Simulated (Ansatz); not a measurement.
Compare A (`C[SiH2][SiH]1[CH2][AlH]1`) with its isomer B (`[AlH2][C@@H]1[SiH2][C@H]1[SiH3]`).

Program: Ansatz. Geometries: PBE0-D4/def2-TZVP. ΔE: electronic, gas phase. CCSD(T)/CBS is the MP2 limit (def2-TZVPP, def2-QZVPP) plus CCSD(T) − MP2 in def2-TZVPP, frozen cores. Functionals use def2-TZVPP. B3LYP here is the variant with VWN-RPA as its local correlation; programs differ in this. Each species was taken in one conformer, which may not be the lowest.

A:

```xyz
14

C    -1.086    0.447    2.190
Si    0.232    1.036    0.988
Si   -0.161    0.407   -1.217
C     0.205   -1.477   -1.500
Al    1.638   -0.496   -2.383
H    -2.052    0.896    1.951
H    -0.825    0.720    3.216
H    -1.195   -0.638    2.142
H     1.549    0.438    1.364
H     0.381    2.516    1.078
H    -1.454    0.911   -1.767
H     0.283   -2.125   -0.627
H    -0.482   -1.932   -2.222
H     2.966   -0.704   -3.213
```

B:

Z-matrix (Å, degrees):
```
C
Si 1 1.875
C 1 1.548 2 64.2
Al 1 1.916 2 109.5 3 -121.3
H 1 1.091 2 110.8 3 108.4
H 2 1.476 1 119.3 3 -106.3
H 2 1.479 1 118.7 3 104.2
Si 3 1.852 1 118.2 2 112.5
H 3 1.090 1 114.8 2 -107.4
H 4 1.586 1 119.4 2 -111.8
H 4 1.589 1 118.4 2 64.0
H 8 1.490 3 111.7 1 71.9
H 8 1.487 3 110.9 1 -167.0
H 8 1.490 3 108.6 1 -47.0
```

Question: Which isomer does CCSD(T)/CBS put lower? Give the gap. (Best estimate.)

Answer: Ansatz gave: A, by 3.4 kcal/mol.

Question: Give E(B) − E(A) in kcal/mol with PBE-D4, r2SCAN-D4, CCSD/def2-TZVPP, B3LYP-D4, B2PLYP, PBE0-D4, CCSD(T)/def2-TZVPP. (An estimate is asked.)

Answer: Computed: PBE-D4 9.3, r2SCAN-D4 6.5, CCSD/def2-TZVPP 3.3, B3LYP-D4 4.3, B2PLYP 3.7, PBE0-D4 8.0, CCSD(T)/def2-TZVPP 3.5. None reverses the order clearly.

Largest T1 diagnostic: 0.013.

From PBE to PBE0 (25 % exact exchange), in def2-TZVPP and without D4, E(B) − E(A) moves by −1.5 kcal/mol. The D4 term adds −1.3 kcal/mol with B3LYP and −0.6 kcal/mol with PBE0; it sums over pairs of atoms, weighted by their polarisabilities, and B3LYP, whose exchange is more repulsive, gets the larger term.
